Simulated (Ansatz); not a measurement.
Problem. Name a neutral molecule of F, N, Si and H with LUMO energy (ωB97M-V/def2-TZVPP) between 1.60 and 1.90 eV and HOMO–LUMO gap (ωB97M-V/def2-TZVPP) between 13.25 and 13.55 eV (Ansatz, PBE0-D4/def2-TZVP geometry).

Solution. `F[SiH2]N[SiH](F)F` (1.84 eV, 13.30 eV). Other molecules can fit too; these were computed, each in one conformer that needn't be the lowest.
